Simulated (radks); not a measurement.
Values are calculated unless marked as measured or tabulated.
All-electron atom: Au71+ in [He] 2s2 2p4.

Code: a radial shooting solver on a logarithmic mesh with Libxc functionals. Model: scalar-relativistic Kohn-Sham, LB94 model potential, spin-polarised, spherical densities, finite nucleus; open shells are filled with parallel spins first (spin-orbit coupling, left out, can overturn this in heavy ions); Fermi nuclear charge, rms radius 5.4371 fm.

Energy parts (eV):
part                  energy
kinetic            364091.98
electron-nucleus  -687517.17
Hartree             16292.02
(The LB94 potential has no energy functional, so no total or exchange-correlation energy is given.)

Orbitals (lengths in bohr, moments of r in powers of bohr):
| orbital | occ. | eigenvalue (eV) | <r> | <r^4> |
|---|---|---|---|---|
| 1s down | 1 | -88518.83 | 0.01682 | 4.178e-07 |
| 1s up | 1 | -88511.20 | 0.01682 | 4.186e-07 |
| 2s up | 1 | -21154.03 | 0.06946 | 0.00005539 |
| 2s down | 1 | -21098.30 | 0.06952 | 0.00005560 |
| 2p up | 3 | -19316.83 | 0.06227 | 0.00004321 |
| 2p down | 1 | -19261.66 | 0.06231 | 0.00004337 |

The highest occupied level is 2p down at -19261.7 eV. The electron density at the nucleus is 2.24e+06 e/bohr^3 (large components only). For comparison, the ionisation energy in NIST's Atomic Spectra Database is 18790 eV (theoretical). In exact Kohn-Sham theory the highest level is minus the ionisation energy, but local and semilocal functionals leave it too shallow, through self-interaction and a potential that decays too fast; potentials with the right tail come closer. Spin moment in Bohr magnetons: 2.
